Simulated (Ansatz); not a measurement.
H3AlSi, SMILES `[AlH2][SiH]` (singlet; the order of the spin states depends on the level) (charge 0, multiplicity 1). This singlet lies 0.19 eV below the relaxed triplet at the level composite: frozen-core CCSD(T) with HF/cc-pVQZ and the correlation energy extrapolated as X^-3 from cc-pVTZ and cc-pVQZ, plus CCSDT(Q) minus CCSD(T) in cc-pVDZ // PBE0-D3(BJ)/def2-TZVP (Ansatz, a quantum-chemistry and plane-wave program); other levels give the other order.

Z-matrix (Å, degrees):
```
Al
H 1 1.5966
H 1 1.5966 2 118.20
Si 1 2.4690 2 120.91 3 -179.38
H 4 1.5381 1 82.70 2 89.69
```
Charge 0, multiplicity 1.

Frozen-core energies in cc-pVTZ from Ansatz at a geometry from PBE0-D3(BJ)/def2-TZVP; the HF reference has <S^2> = 0.00 (restricted, and unstable towards unrestricted orbitals) and the T1 diagnostic is 0.015.

```json
[
 {"level": "HF", "energy (Ha)": "-532.53075"},
 {"level": "MP2", "energy (Ha)": "-532.71281"},
 {"level": "CCSD", "energy (Ha)": "-532.75450"},
 {"level": "CCSD(T)", "energy (Ha)": "-532.76198"}
]
```

### Question
Estimate the energies of CCSDT and CCSDT(Q), and give each level's difference from CCSDT(Q).

### Answer

```json
[
 {"level": "MP2", "energy (Ha)": "-532.71281", "difference from CCSDT(Q) (mHa)": "50.99"},
 {"level": "CCSD", "energy (Ha)": "-532.75450", "difference from CCSDT(Q) (mHa)": "9.30"},
 {"level": "CCSD(T)", "energy (Ha)": "-532.76198", "difference from CCSDT(Q) (mHa)": "1.82"},
 {"level": "CCSDT", "energy (Ha)": "-532.76337", "difference from CCSDT(Q) (mHa)": "0.43"},
 {"level": "CCSDT(Q)", "energy (Ha)": "-532.76380", "difference from CCSDT(Q) (mHa)": "0.00"}
]
```
